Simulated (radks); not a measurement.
Question: These are the eigenvalues of the occupied orbitals of an atom or ion with whole-number occupations (hartree). Calculated with a radial shooting solver on a logarithmic mesh with Libxc functionals: Dirac Kohn-Sham, LDA (Slater exchange, Perdew-Wang correlation), spin-unpolarised, spherical densities, point nucleus.

orbital  eigenvalue
1s1/2     -1262.611
2s1/2     -197.9361
2p1/2     -186.1587
2p3/2     -174.2438
3s1/2     -41.84420
3p1/2     -36.94004
3p3/2     -34.67762
3d3/2     -26.01558
3d5/2     -25.53684
4s1/2      -8.94154
4p1/2      -7.20244
4p3/2      -6.74551
4d3/2      -3.92402
4d5/2      -3.84973
5s1/2      -2.27328
5p1/2      -1.80953

Which element is it, and in what charge state? The configuration may be excited. Open shells, if any, fill j = l - 1/2 first.

Answer: Z = 54, xenon, charge +4: Xe4+ in [Kr] 4d10 5s2 5p2. The list shows which subshells hold electrons but not how many an open one holds; the 1s level, -1262.6 hartree, gives Z - s = 50.3 by -(Z - s)^2/2, which with screening and relativity narrows Z to a few neighbours, and the depths of the outer levels then fix element, charge and occupations together.
